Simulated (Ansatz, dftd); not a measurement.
Reaction: BN2H5 (SMILES NBN) → BN2H4 (SMILES N[B]N, doublet) + H (doublet) (the B-H bond breaks)
Each species at its own B3LYP-D3(BJ)/def2-TZVP minimum (Ansatz, a first-principles code), one conformer.

Quantity: bond dissociation energy (electronic), in kcal/mol. UHF or UKS for unpaired electrons; spin-orbit terms are left out. Correlated methods leave the cores frozen. Rows without X2C or -DK are non-relativistic. CBS(X,Y): correlation extrapolated as X^-3, Hartree-Fock from the larger set. A bracket is a step between two methods taken in the basis named. Functionals run without relativity, which enters their misses. Double hybrids freeze cores in their MP2 part. '+ core + X2C': CCSD(T) terms for core correlation (cc-pwCVTZ) and scalar relativity (cc-pVTZ-DK). For partners of very few electrons the exact lower level stands in for a higher one.

| level | program | bond dissociation energy (kcal/mol) | difference against the last row |
|---|---|---|---|
| HF/cc-pVTZ | Ansatz | 90.0 | -23.3 |
| PBE-D3(BJ)/def2-TZVPD | Ansatz + dftd3 | 107.3 | -6.0 |
| r2SCAN-D3(BJ)/def2-TZVPD | Ansatz + dftd3 | 107.1 | -6.2 |
| CAM-B3LYP-D3(BJ)/def2-TZVPD | Ansatz + dftd3 | 112.3 | -1.0 |
| B2GP-PLYP/def2-TZVPD | Ansatz | 111.0 | -2.3 |
| CCSD/cc-pVTZ | Ansatz | 111.8 | -1.5 |
| CCSD/cc-pVQZ | Ansatz | 112.3 | -1.0 |
| CCSDT(Q)/cc-pVDZ | Ansatz | 108.8 | -4.5 |
| CCSD(T)/CBS(cc-pVTZ,cc-pVQZ) + [CCSDT(Q) - CCSD(T)]/cc-pVDZ + core + X2C | Ansatz | 113.3 | 0.0 |
